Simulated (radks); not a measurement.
Values are calculated unless marked as measured or tabulated.
Task: These are the eigenvalues of the occupied orbitals of an atom or ion with whole-number occupations (hartree). Level of theory: scalar-relativistic Kohn-Sham, PBEsol, spin-unpolarised, spherical densities, point nucleus (a radial shooting solver on a logarithmic mesh with Libxc functionals).

orbital  eigenvalue
1s        -3238.988
2s        -580.2056
2p        -497.7997
3s        -140.0773
3p        -116.4558
3d        -92.37733
4s        -32.51929
4p        -24.77921
4d        -15.82819
5s         -6.35392
4f         -5.94335
5p         -4.20783
5d         -1.81791
6s         -1.37959

Which element is it, and in what charge state? The configuration may be excited.

Result: Z = 82, lead, charge +3: Pb3+ in [Xe] 4f14 5d10 6s1. The list shows which subshells hold electrons but not how many an open one holds; the 1s level, -3239 hartree, gives Z - s = 80.5 by -(Z - s)^2/2, which with screening and relativity narrows Z to a few neighbours, and the depths of the outer levels then fix element, charge and occupations together.
